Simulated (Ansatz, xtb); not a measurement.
**C2H10SiSn: which of two conformers lies lower**

We compare a, `C[SiH2][SnH2][CH3]`, a singlet, with b, `C[SiH2][SnH2][CH3]`, a singlet. Both are isolated molecules in the gas phase, relaxed with PBE0-D3(BJ)/def2-SVP.

a (Å):

```xyz
14

C     0.8875    1.3920   -1.7711
C    -0.7953   -1.1838    2.8392
Si    0.4889   -0.1144   -0.7083
Sn   -0.3311    0.5469    1.6381
H     1.6767    2.0005   -1.3043
H    -0.0030    2.0260   -1.8980
H     1.2354    1.0834   -2.7688
H    -0.5680   -0.9457   -1.3704
H     1.7040   -0.9804   -0.5671
H    -1.7391    1.5311    1.5223
H     0.8698    1.4757    2.4503
H    -1.1431   -0.8687    3.8329
H    -1.5844   -1.7755    2.3548
H     0.0999   -1.8105    2.9555
```

b (Å):

```xyz
14

C     0.6691   -1.9055   -0.9201
C    -0.5335   -0.2568    2.9867
Si   -0.3963   -0.3476   -0.9042
Sn   -1.8060   -0.2165    1.2425
H     0.0414   -2.8086   -0.8806
H     1.3483   -1.9228   -0.0541
H     1.2794   -1.9511   -1.8352
H     0.4787    0.8667   -0.9823
H    -1.2952   -0.3264   -2.1023
H    -2.8872   -1.5533    1.3320
H    -2.7527    1.2183    1.2830
H     0.1436    0.6089    2.9777
H     0.0658   -1.1782    2.9940
H    -1.1442   -0.2228    3.8998
```

Q: Estimate which is lower in electronic energy at CCSD(T)/def2-SVP + ΔMP2/def2-TZVPP, and by roughly how much.

A: Too close to call at this level: CCSD(T)/def2-SVP + ΔMP2/def2-TZVPP gives E(b) − E(a) = +0.04 kcal/mol.

The same difference at several levels:

```
                             level              geometry  E(b) − E(a) (kcal/mol)  departure from the last row (kcal/mol)  job, with rough time for the two
              PBE0-D3(BJ)/def2-SVP  PBE0-D3(BJ)/def2-SVP                     +0.02                                   −0.02                optimisation, 65 s
                       HF/def2-SVP  PBE0-D3(BJ)/def2-SVP                     +0.14                                   +0.10           part of the CCSD(T) run
                      MP2/def2-SVP  PBE0-D3(BJ)/def2-SVP                     +0.02                                   −0.02           part of the CCSD(T) run
                  CCSD(T)/def2-SVP  PBE0-D3(BJ)/def2-SVP                     +0.04                                   −0.01                      single point
CCSD(T)/def2-SVP + ΔMP2/def2-TZVPP  PBE0-D3(BJ)/def2-SVP                     +0.04                                                        single point, 48 s
```

The largest departure from CCSD(T)/def2-SVP + ΔMP2/def2-TZVPP is that of HF/def2-SVP, 0.10 kcal/mol. Levels run at GFN2-xTB geometries aren't shown. The last row adds to CCSD(T) the change of the MP2 difference between the two basis sets, here +0.01 kcal/mol.

With harmonic frequencies from PBE0-D3(BJ)/def2-SVP (ideal gas, rigid rotor, one conformer each, 298.15 K, 1 atm): on the last row, ΔE + ΔZPE = +0.03 kcal/mol. A mode under 50 cm⁻¹ makes harmonic enthalpies and free energies unreliable, so none is given.

The correlated steps freeze 11 core orbitals; the filled d shell of Sn is correlated, in a basis made for valence electrons. Atoms past krypton carry core potentials in the def2 sets and no spin–orbit term is included. Run with Ansatz 0.2.0; the last row on 2 threads of Arm Neoverse V2 on a shared host.
